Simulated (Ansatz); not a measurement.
Born–Oppenheimer molecular dynamics of AlClH₆N₂ (10 atoms, charge 0, multiplicity 1). It starts at the highest image of a converged band. Of that band: A structure lower than the last end lies on the path between it and the top, so the climb from that side starts below the end, which may itself be a saddle point or a shallow side well. Neighbouring images differ by up to 1.5 eV, so the band resolves the path poorly. A vibrational analysis at the climbing image gives one clearly imaginary mode, 277i cm⁻¹: a first-order saddle point.

Method: RHF/def2-SVP (Ansatz).

```json
{
 "ensemble": "NVE (velocity Verlet)",
 "time step": "0.5 fs",
 "steps asked": "200",
 "starting velocities drawn for": "100 K",
 "seed": "3158"
}
```

Frames 0.5 fs apart, positions in Å, forces in eV/Å.

Velocities at 80 fs (Å/ps):

```
Al 0.32 2.22 2.27
H 14.08 -1.69 1.98
N -2.92 -2.07 -2.26
H -18.61 20.19 -1.39
H 17.81 -21.36 3.02
N 1.57 -0.76 -2.02
H 2.26 0.57 -8.61
H 6.14 -4.75 -1.27
Cl -0.07 -0.51 0.06
H -9.03 5.02 2.86
```

```xyz
10
Properties=species:S:1:pos:R:3:forces:R:3 time_fs=80 energy_less_start_eV=-0.034 T=133
Al -0.087 -0.210 -0.035 -0.17 0.08 -0.37
H -0.165 -0.737 1.447 0.04 -0.03 0.05
N 1.460 0.159 -0.842 -0.27 -0.38 -0.92
H 1.666 0.130 -1.838 -0.20 0.01 0.78
H 2.201 0.608 -0.360 0.53 0.17 0.17
N -1.579 -0.118 -1.007 0.37 -0.07 0.12
H -2.482 -0.463 -0.768 -0.23 -0.09 0.14
H -1.609 0.286 -1.920 -0.02 0.05 -0.19
Cl 0.241 2.526 1.112 -0.03 0.28 0.18
H 0.621 2.202 2.282 -0.03 -0.01 0.05
10
Properties=species:S:1:pos:R:3:forces:R:3 time_fs=80.5 energy_less_start_eV=-0.039 T=138
Al -0.087 -0.209 -0.034 -0.17 0.07 -0.37
H -0.158 -0.738 1.448 0.03 -0.03 0.04
N 1.459 0.158 -0.843 -0.08 -0.23 -0.65
H 1.657 0.141 -1.838 -0.16 0.00 0.63
H 2.210 0.597 -0.358 0.31 0.04 0.03
N -1.578 -0.118 -1.008 0.42 -0.07 0.16
H -2.481 -0.463 -0.772 -0.27 -0.11 0.16
H -1.606 0.283 -1.921 -0.01 0.08 -0.23
Cl 0.241 2.526 1.112 -0.04 0.29 0.15
H 0.617 2.204 2.284 -0.02 -0.02 0.07
10
Properties=species:S:1:pos:R:3:forces:R:3 time_fs=81 energy_less_start_eV=-0.044 T=143
Al -0.087 -0.208 -0.033 -0.18 0.05 -0.36
H -0.151 -0.739 1.450 0.02 -0.02 0.04
N 1.457 0.156 -0.845 0.13 -0.08 -0.28
H 1.647 0.151 -1.836 -0.10 -0.01 0.41
H 2.221 0.587 -0.356 0.05 -0.10 -0.13
N -1.577 -0.119 -1.009 0.43 -0.07 0.19
H -2.481 -0.463 -0.776 -0.28 -0.12 0.16
H -1.603 0.281 -1.923 -0.01 0.09 -0.25
Cl 0.241 2.526 1.112 -0.05 0.30 0.14
H 0.612 2.207 2.285 -0.02 -0.03 0.09
10
Properties=species:S:1:pos:R:3:forces:R:3 time_fs=81.5 energy_less_start_eV=-0.046 T=145
Al -0.087 -0.207 -0.032 -0.18 0.04 -0.34
H -0.144 -0.740 1.451 0.01 -0.02 0.03
N 1.456 0.155 -0.846 0.33 0.05 0.12
H 1.637 0.161 -1.833 -0.03 -0.01 0.13
H 2.231 0.576 -0.355 -0.20 -0.24 -0.28
N -1.576 -0.119 -1.010 0.39 -0.08 0.19
H -2.481 -0.463 -0.779 -0.24 -0.11 0.16
H -1.600 0.279 -1.925 -0.01 0.08 -0.24
Cl 0.241 2.526 1.112 -0.06 0.30 0.13
H 0.608 2.209 2.287 -0.02 -0.03 0.10
10
Properties=species:S:1:pos:R:3:forces:R:3 time_fs=82 energy_less_start_eV=-0.045 T=144
Al -0.087 -0.206 -0.031 -0.17 0.02 -0.33
H -0.137 -0.741 1.452 0.00 -0.01 0.02
N 1.454 0.154 -0.847 0.49 0.15 0.53
H 1.626 0.171 -1.830 0.03 0.00 -0.16
H 2.241 0.565 -0.354 -0.42 -0.34 -0.41
N -1.575 -0.119 -1.011 0.31 -0.08 0.17
H -2.482 -0.464 -0.782 -0.17 -0.08 0.14
H -1.597 0.278 -1.927 0.00 0.06 -0.19
Cl 0.241 2.525 1.112 -0.06 0.31 0.12
H 0.603 2.211 2.289 -0.02 -0.03 0.10
10
Properties=species:S:1:pos:R:3:forces:R:3 time_fs=82.5 energy_less_start_eV=-0.042 T=141
Al -0.087 -0.204 -0.030 -0.17 0.01 -0.31
H -0.129 -0.742 1.453 -0.01 -0.01 0.01
N 1.453 0.153 -0.849 0.61 0.21 0.87
H 1.616 0.181 -1.828 0.08 0.01 -0.42
H 2.250 0.553 -0.354 -0.58 -0.40 -0.50
N -1.574 -0.120 -1.012 0.21 -0.08 0.13
H -2.484 -0.465 -0.785 -0.07 -0.04 0.12
H -1.594 0.276 -1.930 0.00 0.03 -0.12
Cl 0.241 2.525 1.112 -0.06 0.31 0.13
H 0.598 2.213 2.292 -0.02 -0.03 0.09
10
Properties=species:S:1:pos:R:3:forces:R:3 time_fs=83 energy_less_start_eV=-0.040 T=139
Al -0.087 -0.203 -0.029 -0.16 -0.01 -0.29
H -0.122 -0.743 1.455 -0.02 0.00 -0.01
N 1.452 0.152 -0.850 0.67 0.23 1.10
H 1.606 0.191 -1.826 0.12 0.02 -0.63
H 2.257 0.540 -0.356 -0.67 -0.43 -0.54
N -1.573 -0.120 -1.013 0.10 -0.09 0.08
H -2.485 -0.466 -0.787 0.04 0.00 0.09
H -1.591 0.275 -1.933 0.00 0.00 -0.03
Cl 0.241 2.525 1.112 -0.06 0.31 0.15
H 0.593 2.216 2.294 -0.02 -0.03 0.08
10
Properties=species:S:1:pos:R:3:forces:R:3 time_fs=83.5 energy_less_start_eV=-0.039 T=139
Al -0.086 -0.202 -0.028 -0.15 -0.03 -0.27
H -0.115 -0.744 1.456 -0.03 0.01 -0.02
N 1.451 0.151 -0.851 0.67 0.20 1.19
H 1.597 0.201 -1.826 0.14 0.03 -0.73
H 2.263 0.526 -0.358 -0.68 -0.41 -0.54
N -1.572 -0.121 -1.014 -0.01 -0.09 0.02
H -2.487 -0.467 -0.789 0.14 0.04 0.07
H -1.588 0.273 -1.937 0.00 -0.04 0.05
Cl 0.241 2.525 1.112 -0.05 0.30 0.17
H 0.589 2.218 2.297 -0.03 -0.02 0.06
10
Properties=species:S:1:pos:R:3:forces:R:3 time_fs=84 energy_less_start_eV=-0.042 T=141
Al -0.086 -0.201 -0.028 -0.14 -0.04 -0.25
H -0.108 -0.745 1.457 -0.05 0.01 -0.03
N 1.450 0.150 -0.851 0.60 0.15 1.11
H 1.587 0.211 -1.827 0.14 0.04 -0.72
H 2.268 0.511 -0.362 -0.61 -0.36 -0.49
N -1.571 -0.121 -1.014 -0.10 -0.08 -0.03
H -2.488 -0.467 -0.791 0.23 0.08 0.04
H -1.585 0.271 -1.940 0.00 -0.07 0.14
Cl 0.241 2.525 1.112 -0.05 0.30 0.19
H 0.584 2.220 2.300 -0.03 -0.02 0.03
10
Properties=species:S:1:pos:R:3:forces:R:3 time_fs=84.5 energy_less_start_eV=-0.047 T=146
Al -0.086 -0.200 -0.027 -0.13 -0.06 -0.23
H -0.101 -0.746 1.459 -0.06 0.02 -0.04
N 1.449 0.149 -0.852 0.48 0.08 0.87
H 1.578 0.221 -1.831 0.13 0.04 -0.59
H 2.271 0.495 -0.367 -0.46 -0.28 -0.39
N -1.569 -0.122 -1.015 -0.17 -0.08 -0.07
H -2.489 -0.468 -0.793 0.30 0.10 0.03
H -1.582 0.270 -1.943 0.00 -0.10 0.20
Cl 0.241 2.525 1.112 -0.04 0.29 0.22
H 0.579 2.222 2.303 -0.04 -0.01 0.00
10
Properties=species:S:1:pos:R:3:forces:R:3 time_fs=85 energy_less_start_eV=-0.052 T=150
Al -0.086 -0.199 -0.026 -0.12 -0.08 -0.22
H -0.094 -0.747 1.460 -0.07 0.03 -0.05
N 1.448 0.148 -0.852 0.30 -0.01 0.51
H 1.570 0.232 -1.835 0.10 0.03 -0.37
H 2.272 0.478 -0.373 -0.24 -0.18 -0.26
N -1.568 -0.122 -1.016 -0.20 -0.07 -0.09
H -2.489 -0.469 -0.795 0.33 0.11 0.02
H -1.579 0.268 -1.946 -0.01 -0.12 0.24
Cl 0.241 2.525 1.112 -0.03 0.29 0.25
H 0.574 2.224 2.306 -0.05 0.00 -0.03
10
Properties=species:S:1:pos:R:3:forces:R:3 time_fs=85.5 energy_less_start_eV=-0.055 T=153
Al -0.086 -0.198 -0.025 -0.12 -0.09 -0.21
H -0.087 -0.748 1.461 -0.08 0.03 -0.06
N 1.447 0.147 -0.853 0.08 -0.09 0.07
H 1.561 0.242 -1.841 0.07 0.00 -0.09
H 2.274 0.462 -0.380 0.02 -0.07 -0.11
N -1.567 -0.123 -1.017 -0.19 -0.06 -0.10
H -2.488 -0.469 -0.797 0.32 0.11 0.02
H -1.576 0.265 -1.948 -0.01 -0.12 0.25
Cl 0.241 2.525 1.113 -0.03 0.28 0.28
H 0.568 2.226 2.309 -0.06 0.00 -0.05
```

Of the whole run (100 fs, mean temperature of the second half 111 K): The conserved energy stayed within 0.057 meV per atom of its start (net change 0.041 meV per atom), so the integration is sound. A run of 0.1 ps of so small a system gives no equilibrium averages. The orbitals stay closed-shell, which can raise the energy where a bond breaks towards radicals; this wasn't checked here.

The run took 2.6 min on 2 threads of Arm Neoverse V1, with other jobs on the host, peak memory 0.17 GiB.
